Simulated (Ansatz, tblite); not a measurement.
Spin states of the cluster Cu2O⁺, each relaxed with r2SCAN-D4/def2-TZVP in Ansatz. Electronic energies in the gas phase.

The xTB rows come from tblite. Correlated methods freeze 19 core orbitals. In CCSD on the charge 1 doublet the largest single amplitude is 0.18, so its Hartree–Fock determinant may place the open shell otherwise than the density functionals do. The structure comes from a short search, and lower isomers may exist.

Doublet geometry (C2v within 0.1 Å):

Cartesian coordinates in Å:
```
Cu 0.947 -1.292 0.369
Cu -0.593 1.405 -0.613
O -0.354 -0.113 0.244
```

Quartet geometry (D∞h within 0.1 Å):

```csv
atom,x (Å),y (Å),z (Å)
Cu1,-0.4808,-1.5650,-0.6544
Cu2,0.4633,1.5684,0.6589
O3,0.0175,-0.0034,-0.0045
```

⟨S²⟩: doublet 0.76 at PBE0-D4/def2-TZVP (pure 0.75), quartet 3.76 at PBE0-D4/def2-TZVP (pure 3.75).

Only these spin states were relaxed.

Second-order perturbation terms are unreliable where d shells bring near-degenerate states, and here MP2/def2-TZVP, MP2/def2-TZVPP lie more than 0.4 eV from the median of the functionals without such a term.

```
               level  quartet − doublet (kJ/mol)  lowest of these
            GFN2-xTB                       453.3          doublet
    PBE-D4/def2-TZVP                       189.0          doublet
 r2SCAN-D4/def2-TZVP                       198.0          doublet
r2SCANh-D4/def2-TZVP                       236.1          doublet
   PBE0-D4/def2-TZVP                       253.7          doublet
  BHLYP-D4/def2-TZVP                       208.9          doublet
       MP2/def2-TZVP                       346.8          doublet
      MP2/def2-TZVPP                       359.4          doublet
```

Change of the quartet − doublet gap on mixing in exact exchange, in kJ/mol: PBE to PBE0 (25 % exact exchange) 64.8; r2SCAN to r2SCANh (10 % exact exchange) 38.1.

The xTB methods have no term that favours high spin, so they put low spin too low.
